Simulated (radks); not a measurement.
Effect of the nuclear size on the bromine ion Br3+, [Ar] 3d10 4s2 4p2. All-electron calculation, Dirac Kohn-Sham, LDA (Slater exchange, Perdew-Wang correlation), spin-unpolarised, spherical densities, finite nucleus; open shells are shared between the two j in proportion to 2j + 1; Fermi nuclear charge, rms radius 4.1629 fm. Program: a radial shooting solver on a logarithmic mesh with Libxc functionals. The rms radius is varied about that value; shifts are against it.

\begin{tabular}{lrrrrrr}
rms radius (fm) & total energy shift (eV) & density at nucleus (e/bohr^3) & 1s1/2 shift (meV) & 2s1/2 shift (meV) & 3p1/2 shift (meV) & 4s1/2 shift (meV) \\ \hline
3.7383 & -0.104 & 4.453e+04 & -44.3 & -4.44 & 0.074 & -0.083 \\
3.7508 & -0.101 & 4.452e+04 & -43.1 & -4.31 & 0.072 & -0.080 \\
4.1629 & 0 & 4.417e+04 & 0.000 & 0.000 & 0.000 & 0.000 \\
4.2919 & 0.0338 & 4.407e+04 & 14.3 & 1.44 & -0.024 & 0.027 \\
5.0121 & 0.240 & 4.356e+04 & 102 & 10.2 & -0.170 & 0.190 \\
\end{tabular}

Slopes of the eigenvalues against <r^2> in GHz/fm^2, as finite differences over the two radii next to the reference (eigenvalue slopes, not the field-shift constants of lines): 1s1/2 3190, 2s1/2 319, 3p1/2 -5.32, 4s1/2 5.95.
